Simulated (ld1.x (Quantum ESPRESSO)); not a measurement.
# lead (Pb), TM: configuration errors across variants

lead (Pb), norm-conserving Troullier–Martins (Kleinman–Bylander form), made with ld1.x (Quantum ESPRESSO) 7.5 (PBEsol, scalar-relativistic). Core [Xe] 4f14, reference 5d10 6s2 6p0.5 (charge +1.5). Waves: 6s (bound): rc 1.65 bohr; 6p (bound): rc 2.50 bohr; 5d (bound): rc 1.35 bohr. Local part: all-electron potential smoothed inside 2.30 bohr (lloc = -2). Core correction: a·sin(br)/r model core inside 1.35 bohr.

All-electron excitation energies from the reference (eV): (1) 5d10 6s2 6p2 -12.412; (2) 5d10 6s2 6p1 -5.814; (3) 5d10 6s2 6p0 7.633; (4) 5d10 6s1 6p3 -3.641; (5) 5d9 6s2 6p2 14.747; (6) 5d10 6s1 6p0 40.112; (7) 5d10 6s2 6p1.5 -9.909.

Errors AE − PS in meV (a dash: test not solved or not reliable):

```tsv
change	(1)	(2)	(3)	(4)	(5)	(6)	(7)	bound ghosts
base	+5.7	+2.4	-4.8	-8.8	-200	-26	+4.1	none
core correction a·sin(br)/r model core inside 0.64 bohr	+5.6	+2.4	-4.9	-9.0	-208	-27	+4.0	none
core correction a·sin(br)/r model core inside 0.76 bohr	+5.6	+2.3	-4.9	-9.0	-208	-27	+4.0	none
core correction a·sin(br)/r model core inside 1.00 bohr	+5.6	+2.3	-4.9	-8.9	-208	-27	+4.1	none
core correction a·sin(br)/r model core inside 1.16 bohr	+5.6	+2.3	-4.8	-8.9	-206	-27	+4.1	none
core correction a·sin(br)/r model core inside 1.42 bohr	+5.7	+2.4	-4.8	-8.8	-197	-26	+4.1	none
core correction a·sin(br)/r model core inside 1.58 bohr	+5.8	+2.3	-4.8	-8.7	-189	-27	+4.2	none
```

Task: Give the same row for: core correction none.

Result: +7.3, +2.7, -4.0, -5.9, -172, -9.8, +5.1; bound ghosts: none.
